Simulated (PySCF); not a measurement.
# Where the electron goes

BH6NOSi.
Z-matrix (Å and degrees, PBE0-D3(BJ)/def2-SVP geometry), rows numbered from 1:
```
N 
B   1  1.4016
O   2  1.3712  1  122.98
Si  3  1.6580  2  139.62  1    -1.74
H   1  1.0099  2  121.69  3  -179.35
H   1  1.0118  2  124.32  3    -0.77
H   2  1.2117  1  119.04  3  -180.00
H   4  1.4915  3  109.69  2  -103.66
H   4  1.4893  3  108.73  2   136.47
H   4  1.4989  3  111.21  2    16.58
```

Level of theory: PySCF, TDDFT B3LYP/def2-SVPD, vertical, gas phase, core orbitals frozen in the response.

Kohn–Sham orbitals with the atoms that hold most of them (Löwdin shares over 4%, at most four atoms; ? is withheld):

```
orbital  ε (eV)                             atoms
 HOMO-3   -9.61  Si4 24%, B2 18%, H7 15%, H10 15%
 HOMO-2   -9.16   Si4 28%, H8 22%, O3 15%, H9 12%
 HOMO-1   -8.44   O3 40%, B2 14%, Si4 13%, H7 12%
   HOMO   -7.84                                 ?
   LUMO       ?                                 ?
 LUMO+1    0.33  Si4 37%, H10 14%, H9 12%, H8 11%
 LUMO+2    0.72    B2 38%, O3 15%, N1 14%, H7 11%
```

Problem. Which atoms hold the HOMO, and with what shares?

Solution. N1 (bonded to B and 2 H) 54%; O3 (bonded to B and Si) 18%; B2 (bonded to N, O and H) 10%; H5 (bonded to N) 5%.

Problem. Which atoms hold the LUMO, and with what shares?

Solution. B2 (bonded to N, O and H) 28%; Si4 (bonded to O and 3 H) 27%; H10 (bonded to Si) 9%; H8 (bonded to Si) 7%. By element: boron 28%, silicon 27%, hydrogen 16% or more.

Problem. What is the LUMO energy, and the HOMO–LUMO gap?

Solution. ε(LUMO) = -0.12 eV; the gap is 7.72 eV (0.2836 hartree).

Problem. How does S1 compare with the orbital gap of 7.72 eV?

Solution. S1 is at 6.71 eV (f = 0.024), 1.01 eV below the gap, made of HOMO→LUMO (98%). 

Problem. Give energy, strength and leading configuration of S1, S2, S3, S6 and S8, and follow the Löwdin shares of the leading atoms from the occupied to the empty orbital.

Solution. 
- S1 (6.71 eV, f 0.024), HOMO→LUMO (98%): N1 54% → at most 7%, O3 18% → at most 7%, B2 10% → 28%, Si4 at most 5% → 27%
- S2 (7.27 eV, f 0.018), HOMO→LUMO+1 (89%): N1 54% → at most 11%, O3 18% → at most 11%, Si4 at most 5% → 37%, H10 at most 5% → 14%
- S3 (7.33 eV, f 0.012), HOMO-1→LUMO (94%): O3 40% → at most 7%, B2 14% → 28%, Si4 13% → 27%
- S6 (7.86 eV, f 0.034), HOMO-1→LUMO+1 (86%): O3 40% → at most 11%, B2 14% → at most 11%, Si4 13% → 37%, H10 at most 13% → 14%
- S8 (8.04 eV, f 0.0006), HOMO-2→LUMO (80%): Si4 28% → 27%, H8 22% → 7%, B2 at most 13% → 28%

One conformer stands for the species.
